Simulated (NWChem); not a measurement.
C$_{2}$H$_{4}$ClNOSi; SMILES O=C/N=C/[SiH2]Cl

```xyz
10

O     -0.0563     3.8704     0.0000
C     -0.4977     2.7532     0.0000
N      0.3339     1.5870     0.0000
C     -0.2968     0.4710     0.0000
Si     0.7730    -1.0947     0.0000
Cl    -0.4797    -2.7538     0.0000
H     -1.5923     2.5380     0.0000
H     -1.4028     0.4311     0.0000
H      1.6036    -1.1225     1.2230
H      1.6036    -1.1225    -1.2230
```
Atoms are numbered in this order, from 1.

Program: NWChem. Medium grid unless said otherwise, to which SCAN and Minnesota functionals are sensitive. The geometry was optimised at B3LYP/6-31G* (spherical d). Hybrids' shares of exact exchange are those that their runs print; pure functionals count as 0. The functionals differ in more than this share.

```csv
row,share of exact exchange,orbital gap (eV)
PBE/def2-TZVP,0.00,2.60
B3LYP/def2-TZVP,0.20,4.67
M06-2X/def2-TZVP,0.54,withheld
Hartree-Fock/def2-TZVP,1.00,12.75
```

### Question
Fit a straight line of the last column on the one before it, predict the withheld value, and compare with the run.

### Answer

1. Means of the 3 shown rows: x = 0.400, y = 6.673. Slope Σ(x − x̄)(y − ȳ)/Σ(x − x̄)² = 5.676/0.5600 = 10.14; intercept 2.617.
2. The shown rows scatter about the line by 0.018 (root mean square); the largest residual is +0.02, at B3LYP/def2-TZVP.
3. At x = 0.54 (M06-2X/def2-TZVP; inside the shown range) the line gives 8.09.
4. The run gives 7.51, -0.58 from the line.
